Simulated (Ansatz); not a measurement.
# Two structures, one formula

The two ends of one reaction step of SiNH5SF2, closed shell (PBE0-D4/def2-TZVP).

A:

```xyz
10
angstrom
Si 0.1259 -1.0986 -0.5702
N 1.2288 -0.0946 0.2314
F 0.6289 -2.5903 -0.7842
F -1.1549 -1.2322 0.3575
H -0.2177 -0.5462 -1.8860
H -0.3555 1.7288 0.4918
S -1.5067 2.4245 0.4375
H 1.9924 0.3182 -0.2809
H 1.4816 -0.2625 1.1932
H -2.2228 1.3529 0.8100
```

B:

Si1  (-0.485, -0.564, -0.716)
N2  (0.896, 0.163, 0.718)
F3  (0.828, -0.492, -1.653)
F4  (-0.484, -1.828, 0.288)
H5  (-1.446, -1.086, -1.724)
H6  (1.290, 1.059, 0.452)
S7  (-1.708, 1.166, -0.352)
H8  (1.652, -0.512, 0.764)
H9  (0.485, 0.239, 1.642)
H10  (-1.028, 1.854, 0.581)
(Å)

Computed with Ansatz 0.2.0 (basis: def2-TZVPP); correlated methods freeze the cores. B3LYP uses VWN-RPA correlation.

Q: Which structure is lower at CCSD(T), and by how much? (To be estimated.)

A: Computed: A, by 0.118 eV (electronic energy, against the other). By their contacts, A is a complex of SiNH₃F₂ ([NH2][SiH]([F])[F]) + H₂S and B is SiNH₅SF₂ ([NH3][SiH]([F])([F])[SH]).

Q: Do the other methods give the same order? (A judgement: the text doesn't fix the answer.)

A: By the calculation: Not all: SPW92, PBE-D4, r2SCAN-D4, PBE0-D4 give the other order.

```tsv
method	E(B) − E(A) (eV)
SPW92	-0.209
PBE-D4	-0.042
BLYP-D4	0.148
r2SCAN-D4	-0.006
B97M-V	0.035
PBE0-D4	-0.009
B3LYP-D4	0.160
r2SCAN0-D4	0.018
BHLYP-D4	0.189
CAM-B3LYP-D4	0.179
wB97X-V	0.078
wB97M-V	0.059
B2PLYP	0.172
PBE-QIDH	0.027
RPA on PBE	0.151
HF	0.462
MP2	0.089
CCSD	0.175
CCSD(T)	0.118
```

The T1 diagnostic stays at or below 0.012.

Labels in which every atom is bracketed show which atoms are joined, not bond orders.

For scale, one of the runs: CCSD(T)/def2-TZVPP, 247 basis functions, launched by `ansatz run in.yaml --threads 8 --pin off --events-out ev --progress --plain --max-ram 19148MiB`. The run took 31 s on 8 CPU threads of an AMD EPYC 9R45 (shared host), with 5.2 GiB of host memory at its peak.
